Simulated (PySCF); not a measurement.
Computed Raman spectrum (relative Raman activity) of a molecule C2H9NSi. Geometry optimised at r2SCAN-D4/def2-SVP. The values are those of a single conformer. Method: r2SCAN-D4/def2-SVP run with PySCF. Frequencies are harmonic and unscaled.

Lines under 2 % of the strongest are left out, and lines within 2 cm⁻¹ are merged.

| ν (cm⁻¹) | relative intensity |
|---|---|
| 671 | 3.4 |
| 691 | 6.1 |
| 717 | 2.6 |
| 905 | 5.3 |
| 970 | 7.7 |
| 976 | 5.4 |
| 1028 | 3.7 |
| 1423 | 4.2 |
| 1448 | 13 |
| 1505 | 9.4 |
| 2148 | 50 |
| 2220 | 57 |
| 2227 | 27 |
| 2947 | 11 |
| 2954 | 100 |
| 3023 | 81 |
| 3031 | 9.4 |
| 3114 | 40 |

Q: Which molecule gave these data?
A. CCN[SiH3]
B. C[SiH2]CN
C. CNC[SiH3]
D. CN(C)[SiH3]

A: D, CN(C)[SiH3]
